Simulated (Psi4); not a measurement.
C4H5 (SMILES C1[C@-]2C[C@H]12), charge -1, singlet, geometry from GFN2-xTB (a gas-phase anion, which may not be bound at this level), with bond 9-4 at 1.3 times its length; Psi4 with M06-2X/cc-pVDZ.

The Psi4 input:
```
memory 2 GB

molecule mol {
-1 1
  C     0.018388    1.092612    0.317932
  C     0.043221   -1.098873    0.292968
  C     0.863642    0.014546   -0.417822
  C    -0.646975   -0.002427   -0.430534
  H    -0.115419    1.126840    1.415201
  H    -0.006769    2.101571   -0.114359
  H    -0.089492   -1.161107    1.389138
  H     0.040819   -2.098035   -0.162198
  H    -1.754350   -0.005016   -1.304792
}

set basis cc-pvdz
set reference rks

energy('m06-2x')
print_variables()
```

Output, abridged:

```
   => Loading Basis Set <=

    Name: CC-PVDZ
    Role: ORBITAL
    Keyword: BASIS

         ---------------------------------------------------------
                                   SCF
               by Justin Turney, Rob Parrish, Andy Simmonett
                          and Daniel G. A. Smith
                              RKS Reference
         ---------------------------------------------------------

  ==> Geometry <==

    Molecular point group: c1
    Full point group: C1

    Geometry (in Angstrom), charge = -1, multiplicity = 1:

       Center              X                  Y                   Z               Mass
    ------------   -----------------  -----------------  -----------------  -----------------
         C           -0.007989436612     1.091965886806     0.348417270240    12.000000000000
         C            0.016843563388    -1.099519113194     0.323453270240    12.000000000000
         C            0.837264563388     0.013899886806    -0.387336729760    12.000000000000
         C           -0.673352436612    -0.003073113194    -0.400048729760    12.000000000000
         H           -0.141796436612     1.126193886806     1.445686270240     1.007825032230
         H           -0.033146436612     2.100924886806    -0.083873729760     1.007825032230
         H           -0.115869436612    -1.161753113194     1.419623270240     1.007825032230
         H            0.014441563388    -2.098681113194    -0.131712729760     1.007825032230
         H           -1.780727436612    -0.005662113194    -1.274306729760     1.007825032230

  Running in c1 symmetry.

  Rotational constants: A =      0.57510  B =      0.32259  C =      0.29186 [cm^-1]
  Rotational constants: A =  17240.94073  B =   9671.05428  C =   8749.88973 [MHz]
  Nuclear repulsion =  106.405990764347777

  Charge       = -1
  Multiplicity = 1
  Electrons    = 30
  Nalpha       = 15
  Nbeta        = 15

  ==> Algorithm <==

  SCF Algorithm Type is DF.
  DIIS enabled.
  MOM disabled.
  Fractional occupation disabled.
  Guess Type is SAD.
  Energy threshold   = 1.00e-06
  Density threshold  = 1.00e-06
  Integral threshold = 1.00e-12

  ==> Primary Basis <==

  Basis Set: CC-PVDZ
    Blend: CC-PVDZ
    Number of shells: 39
    Number of basis functions: 81
    Number of Cartesian functions: 85
    Spherical Harmonics?: true
    Max angular momentum: 2

  ==> DFT Potential <==

   => LibXC <=

    Version 7.1.2
    S. Lehtola, C. Steigemann, M. J. T. Oliveira, and M. A. L. Marques,  SoftwareX 7, 1–5 (2018) (10.1016/j.softx.2017.11.002)

   => Composite Functional: M06-2X <=

    Hybrid M06-2X Meta-GGA XC Functional  (10.1007/s00214-007-0310-x)
    Y. Zhao and D. G. Truhlar,  Theor. Chem. Acc., 120, 215, 2008

    Deriv               =              1
    GGA                 =           TRUE
    Meta                =           TRUE

    Exchange Hybrid     =           TRUE
    MP2 Hybrid          =          FALSE

   => Exchange Functionals <=

    1.0000   XC_HYB_MGGA_X_M06_2X

   => Exact (HF) Exchange <=

    0.5400               HF

   => Correlation Functionals <=

    1.0000   XC_MGGA_C_M06_2X

   => LibXC Density Thresholds  <==

    XC_MGGA_C_M06_2X:  1.00E-12
    XC_HYB_MGGA_X_M06_2X:  1.00E-15

   => Molecular Quadrature <=

    Radial Scheme          =       TREUTLER
    Pruning Scheme         =           NONE
    Nuclear Scheme         =       TREUTLER

    Blocking Scheme        =         OCTREE
    BS radius alpha        =              1
    Pruning alpha          =              1
    Radial Points          =             75
    Spherical Points       =            302
    Total Points           =         193020
    Total Blocks           =           1512
    Max Points             =            256
    Max Functions          =             81
    Weights Tolerance      =       1.00E-15

   => Loading Basis Set <=

    Name: (CC-PVDZ AUX)
    Role: JKFIT
    Keyword: DF_BASIS_SCF

  ==> Integral Setup <==

  SCF_SUBTYPE=INCORE selected. In-core MEM_DF algorithm will be used.
  Using in-core AOs.

  ==> MemDFJK: Density-Fitted J/K Matrices <==

    J tasked:                   Yes
    K tasked:                   Yes
    wK tasked:                   No
    Algorithm:                 Core
    Schwarz Cutoff:           1E-12
    Mask sparsity (%):       0.0000
    Fitting Condition:        1E-10

   => Auxiliary Basis Set <=

  Basis Set: (CC-PVDZ AUX)
    Blend: CC-PVDZ-JKFIT
    Number of shells: 141
    Number of basis functions: 395
    Number of Cartesian functions: 449
    Spherical Harmonics?: true
    Max angular momentum: 3

  Minimum eigenvalue in the overlap matrix is 3.4335108073E-03.
  Reciprocal condition number of the overlap matrix is 5.7923996494E-04.
    Using symmetric orthogonalization.

  ==> Pre-Iterations <==

  SCF Guess: Superposition of Atomic Densities via on-the-fly atomic UHF (no occupation information).

   -------------------------
    Irrep   Nso     Nmo
   -------------------------
     A         81      81
   -------------------------
    Total      81      81
   -------------------------

  ==> Iterations <==

                           Total Energy        Delta E     RMS |[F,P]|

   @DF-RKS iter SAD:  -154.91110976686750   -1.54911e+02   0.00000e+00
   @DF-RKS iter   1:  -154.82978980403530    8.13200e-02   9.44561e-03 ADIIS/DIIS
   @DF-RKS iter   2:  -154.73383066875067    9.59591e-02   1.11343e-02 ADIIS/DIIS
   @DF-RKS iter   3:  -155.19735991814588   -4.63529e-01   6.66290e-04 ADIIS/DIIS
   @DF-RKS iter   4:  -155.19789733255905   -5.37414e-04   5.50338e-04 ADIIS/DIIS
   @DF-RKS iter   5:  -155.19891843484149   -1.02110e-03   9.65401e-05 DIIS
   @DF-RKS iter   6:  -155.19894970639632   -3.12716e-05   2.23826e-05 DIIS
   @DF-RKS iter   7:  -155.19895154965417   -1.84326e-06   8.10796e-06 DIIS
   @DF-RKS iter   8:  -155.19895184228332   -2.92629e-07   1.85984e-06 DIIS
   @DF-RKS iter   9:  -155.19895187164818   -2.93649e-08   3.62273e-07 DIIS
  Energy and wave function converged.

  ==> Post-Iterations <==

   Electrons on quadrature grid:
      Ntotal   =   30.0000198523 ; deviation = 1.985e-05

    Orbital Energies [Eh]
    ---------------------

    Doubly Occupied:

[...]
    Virtual:

[...]
    Final Occupation by Irrep:
              A
    DOCC [    15 ]
    NA   [    15 ]
    NB   [    15 ]

  @DF-RKS Final Energy:  -155.19895187164818

   => Energetics <=

    Nuclear Repulsion Energy =            106.4059907643477771
    One-Electron Energy =                -424.6540554806221621
    Two-Electron Energy =                 174.4662054765822461
    DFT Exchange-Correlation Energy =     -11.4170926319560646
    Empirical Dispersion Energy =           0.0000000000000000
    VV10 Nonlocal Energy =                  0.0000000000000000
    Total Energy =                       -155.1989518716481768

Computation Completed

Properties will be evaluated at   0.000000,   0.000000,   0.000000 [a0]

Properties computed using the SCF density matrix

 Multipole Moments:

 ------------------------------------------------------------------------------------
     Multipole            Electronic (a.u.)      Nuclear  (a.u.)        Total (a.u.)
 ------------------------------------------------------------------------------------

 L = 1.  Multiply by 2.5417464519 to convert [e a0] to [Debye]
 Dipole X            :          1.2036654           -1.9284668           -0.7248013
 Dipole Y            :          0.0214877           -0.0365403           -0.0150526
 Dipole Z            :         -0.6890233            1.2894108            0.6003875
 Magnitude           :                                                    0.9412910

 ------------------------------------------------------------------------------------

  Variable Map:
  ----------------------------------------------------------------------------
[...]
  Array Variable Map:
  ----------------------------------------------------------------------------
[...]
[...]
```
